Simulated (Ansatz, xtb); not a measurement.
# Isomers of C4H6N2Si in order of energy

4 gas-phase structures of C4H6N2Si, from a drawn sample of its isomers (lower ones may exist). Each was relaxed with GFN2-xTB; where two conformers were screened, the lower at r2SCAN-D4/def2-SVP//GFN2-xTB is listed:

A. `C[Si@@H](C#N)CC#N`, a singlet
B. `C[Si](C)(C#N)C#N`, a singlet
C. `C[SiH2]C(C#N)C#N`, a singlet
D. `N#CC[SiH2]CC#N`, a singlet

**Question.** Estimate their order in r2SCAN-D4/def2-SVP//GFN2-xTB energy at these geometries, lowest first.

**Answer.** Calculated order at r2SCAN-D4/def2-SVP//GFN2-xTB: B (0.0), A (10.4), D (21.2), C (27.4) kcal/mol.

Energies above the lowest of each column, in kcal/mol; the last columns are at r2SCAN-D4/def2-SVP geometries and were run for some of them only (a dash: not run or not comparable):

| structure | GFN2-xTB | HF/STO-3G | r2SCAN-D4/def2-SVP//GFN2-xTB | r2SCAN-D4/def2-SVP | CCSD(T)/def2-SVP + ΔMP2/def2-TZVPP |
| --- | --- | --- | --- | --- | --- |
| B | 23.0 | 0.0 | 0.0 | 0.0 | 0.0 |
| A | 10.9 | 17.1 | 10.4 | 10.5 | 13.0 |
| D | 0.0 | 34.7 | 21.2 | 21.2 | 26.2 |
| C | 1.7 | 39.5 | 27.4 | – | – |

CCSD(T)/def2-SVP + ΔMP2/def2-TZVPP puts B lowest of those it was run on; GFN2-xTB picks D. Flexible structures stand in one conformer each, not always the lowest. Frequencies (GFN2-xTB) were run for A, B, D alone. The ΔMP2 step shifts differences by up to 3.8 kcal/mol, which makes them less sure. ΔMP2 is the change of the MP2 energy from the smaller to the larger basis.

Over these structures GFN2-xTB departs from r2SCAN-D4/def2-SVP//GFN2-xTB by 17.6 kcal/mol on average once a common shift is removed. A GFN2-xTB relaxation took about 0.074 s and the r2SCAN-D4/def2-SVP//GFN2-xTB energy about 1.4 s on a shared host (Ansatz 0.2.0, xtb 6.7.1).
